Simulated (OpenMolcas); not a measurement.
Cr2+: moving or changing the point charges

Cr2+ among 6 point charges of -1.5 e arranged as a trigonal prism (D3h), 1.82 Å from the ion, with a polar angle of 57.4° against the regular 49.1°.

* Program: OpenMolcas
* Method: SS-CASPT2, IPEA 0.25 Eh, imaginary shift 0.1 Eh (closed shells correlated: 3s 3p)
* Basis: ANO-RCC-VDZP [5s4p2d1f]
* Scalar Hamiltonian: DKH2, point nucleus
* Active space: 4 electrons in 5 orbitals (3d)
* State averaging: 2S+1 = 5 even, 5 roots; 2S+1 = 3 even, 45 roots; 2S+1 = 1 even, 50 roots
* Spin-orbit coupling: RASSI with atomic mean-field integrals over the reference wave functions

Runs around this geometry, states (labels of D3, the rotations of D3h). Energies in cm-1 above the lowest state or level, χT in cm3 K/mol.

```tsv
R (Å)	q (e)	Ground state	First state of that spin	First gap with spin-orbit (degeneracies)	χT at 300 K	First state of another spin
1.82	-1.2	5E	5E 2310	45 (2, 1)	2.723	3A2 13510
1.82	-1.5	5E	5E 4820	52 (2, 1)	2.757	3A2 11240
1.9	-1.5	5E	5E 2990	48 (2, 1)	2.737	3A2 12930
```

Taking the first state of the same spin as R^-n, n = -ln(2990 / 4820) / ln(1.9 / 1.82) = 11.1 between the shortest and longest distance.

Scaling the charges by -1.2 / -1.5 = 0.80 scales the first state of the same spin by 2310 / 4820 = 0.48; with fixed orbitals a first-order splitting would follow the charge.

Roots that are degenerate in the reference are averaged as groups; the widest CASPT2 spread within a group is 340 cm-1 (the 2-fold group of multiplicity 5 near 4820 cm-1 above the lowest state of its run, R = 1.82, q = -1.5). Shifts and gaps below about the spread of the groups concerned are not significant. Over all roots computed the reference weight is 0.88 to 0.94 in R = 1.82 in q = -1.5; the roots of lowest weight are the least certain, and an intruder state may touch them. An orbital doublet at a regular site is open to a Jahn-Teller distortion, which this geometry leaves out. Free-ion shares, where given, are those of the reference states; single-state CASPT2 does not remix them. Point charges carry no covalency, so the field is a model and not that of real ligands. An unlabelled pair can be two single states that coincide in this model. No measured value stands beside these numbers.
